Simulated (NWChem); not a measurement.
# Si2H5OCl; SMILES [SiH2]([SiH2]Cl)O

```xyz
9

O     -1.2164     1.8492     0.3112
Si     0.3076     1.6233    -0.3273
Si     0.9151    -0.5687     0.2717
Cl    -0.9188    -1.5726     0.0799
H     -1.7727     1.0608     0.2920
H      1.2067     2.6591     0.2525
H      0.3397     1.7353    -1.8199
H      1.9068    -1.2425    -0.6165
H      1.3556    -0.7171     1.6898
```
Atoms are numbered in this order, from 1.

Results from NWChem. Geometry: optimised at PBE0/def2-SVP. Vzz is the largest principal value of the second derivative of the potential at the nucleus (NWChem prints the opposite sign); η is the asymmetry. Non-relativistic.

Question: Predict the results for Hartree-Fock/def2-SVP. Quantities: Vzz O1 (a.u.); η O1; Vzz Cl4 (a.u.); η Cl4.

Answer: 
* **Vzz O1 (a.u.)**: 1.480
* **η O1**: 0.64
* **Vzz Cl4 (a.u.)**: 1.965
* **η Cl4**: 0.07
